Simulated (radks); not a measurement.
Values are calculated unless marked as measured or tabulated.
Q: Ionisation of Os+, [Xe] 4f14 5d6 6s1, to Os2+, [Xe] 4f14 5d6, under several functionals. Scalar-relativistic Kohn-Sham, spin-polarised, spherical densities, finite nucleus; open shells are filled with parallel spins first (spin-orbit coupling, left out, can overturn this in heavy ions); a radial shooting solver on a logarithmic mesh with Libxc functionals. Known Delta-SCF values: B86b exchange with PBE correlation 17.732 eV. What does revPBE give, and what is its highest occupied eigenvalue?

A: 17.619 eV by Delta-SCF; the 5d eigenvalue is -12.079 eV. NIST: 17 eV (semi-empirical).
